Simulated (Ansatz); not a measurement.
Reaction (redistribution): `CS[SiH](O)F` + `OC(O)[SiH2][SiH3]` → `CS[SiH](F)[SiH3]` + `O[SiH2]C(O)O`

Program: Ansatz. Geometries: PBE0-D4/def2-TZVP. ΔE: electronic, gas phase. CCSD(T)/CBS adds triple-zeta CCSD(T) − MP2 to the extrapolated MP2 energy (def2 sets, frozen cores). Functionals use def2-TZVPP. Each species was taken in one conformer, which may not be the lowest.

```
        level  ΔE (kcal/mol)
          PBE            5.6
HF/def2-TZVPP            5.7
```

What does CCSD(T)/CBS give? (An estimate is asked.)

Ansatz gave: +5.7 kcal/mol. The listed levels differ from it by -0.1, 0.0 kcal/mol.

Largest T1 diagnostic among the species: 0.013.
